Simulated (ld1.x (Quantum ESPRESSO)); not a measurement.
# An all-electron radial function and its pseudo partner (Mo)

Columns: radius, all-electron u(r) and pseudo u(r) of the 5s shell (level -4.33 eV) of molybdenum in the configuration [Kr] 4d5 5s1 5p0; LDA (PZ), scalar-relativistic, TM semilocal scheme, ld1.x (Quantum ESPRESSO) 7.5.

```tsv
r (bohr)	all-electron	pseudo
0.163	-0.0329	0.0151
0.325	0.1684	0.0309
0.488	0.0154	0.0486
0.650	-0.1794	0.0688
0.813	-0.2673	0.0930
0.975	-0.2459	0.1217
1.138	-0.1548	0.1566
1.300	-0.0331	0.1976
1.463	0.0948	0.2456
1.625	0.2130	0.2990
1.788	0.3160	0.3563
1.950	0.4001	0.4137
2.113	0.4668	0.4677
2.275	0.5166	0.5138
2.438	0.5521	0.5497
2.600	0.5748	0.5738
2.763	0.5873	0.5870
2.925	0.5910	0.5909
3.088	0.5876	0.5876
3.250	0.5786	0.5786
3.413	0.5651	0.5651
3.575	0.5482	0.5482
3.738	0.5286	0.5286
3.900	0.5073	0.5073
4.063	0.4845	0.4845
4.225	0.4612	0.4612
```

How many radial nodes do the two functions have?

The all-electron 5s function has n − l − 1 = 4 (the table is too coarse to show those close to the nucleus); the pseudo-wave has 0, since the states of the same l below it are removed with the core.

At about which radius was the pseudo-wave matched?

3.12 bohr. The columns agree to 0.0005 from 2.76 bohr on; several derivatives are matched, so the curves merge somewhat inside the radius.

Is the pseudo-wave norm-conserving?

Yes: the TM semilocal scheme keeps the norm inside the radius equal to the all-electron one, which fixes the energy derivative of the logarithmic derivative at the level.
